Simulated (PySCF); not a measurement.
C₃H₈OSi.
Z-matrix (Å and degrees, PBE0-D3(BJ)/def2-SVP geometry), rows numbered from 1:
```
C 
C   1  1.4929
C   2  1.3378  1  123.74
O   3  1.3510  2  126.74  1   179.93
Si  4  1.6789  3  126.81  2    -2.28
H   1  1.1030  2  111.59  3  -120.72
H   1  1.1030  2  111.57  3   120.08
H   1  1.1005  2  111.43  3    -0.32
H   2  1.0978  1  117.13  3  -179.92
H   3  1.0963  2  121.43  1    -0.08
H   5  1.4858  4  105.24  3  -178.11
H   5  1.4936  4  110.46  3   -58.61
H   5  1.4936  4  110.65  3    62.43
```

Level: PBE0/pcSseg-1 in PySCF, non-relativistic, on one gas-phase PBE0-D3(BJ)/def2-SVP geometry that isn't relaxed in the solvent. The solvent is an IEF-PCM continuum (van der Waals radii × 1.2). Specific hydrogen bonds and non-electrostatic terms are outside this model.

```csv
run,E − E(gas) (kJ/mol),HOMO (eV),HOMO–LUMO gap (eV),dipole (D)
gas,0.00,-6.58,7.03,0.81
P,-3.46,-6.57,7.07,0.91
Q,-7.75,-6.59,7.12,1.04
```

**Question.** The runs were made in cyclohexane and dichloromethane. Which run belongs to which solvent?

**Answer.** P = cyclohexane, Q = dichloromethane. The dielectric constants are 2.017 (cyclohexane), 8.93 (dichloromethane), and the energy falls further as ε rises. In this model the ground state sees the solvent through ε alone.

**Question.** How constant is the ratio of the lowering to (ε − 1)/(2ε + 1)?

**Answer.** 
```json
{"solvent": "cyclohexane", "(ε − 1)/(2ε + 1)": "0.202", "E − E(gas) (kJ/mol)": "-3.46", "ratio (kJ/mol)": "-17.1", "polarisation term (kJ/mol)": "-3.58"}
{"solvent": "dichloromethane", "(ε − 1)/(2ε + 1)": "0.420", "E − E(gas) (kJ/mol)": "-7.75", "ratio (kJ/mol)": "-18.4", "polarisation term (kJ/mol)": "-8.41"}
```

The ratio changes by +7.8 % in size from cyclohexane to dichloromethane. The polarisation term is half the interaction of the solute with the induced surface charges.
